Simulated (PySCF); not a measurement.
# Electron correlation in Ga⁺ (gallium, charge +1)

[Ar] 3d10 4s2, closed-shell 1S. All numbers are calculated (PySCF 2.14, the non-relativistic Hamiltonian (point nucleus), in def2-TZVPPD). Frozen: [Ar] 3d10; 2 electrons correlated.

With two correlated electrons CCSD is exact within the correlated space (frozen core and kept virtual orbitals).

| level | correlation energy (mhartree) |
| --- | --- |
| CCSD | -37.37 |

Diagnostics: T1 = 0.0070, D1 = 0.0100, largest double amplitude 0.100.

Cost of the coupled-cluster step: about 0.18 core-seconds, for 2 correlated electrons.
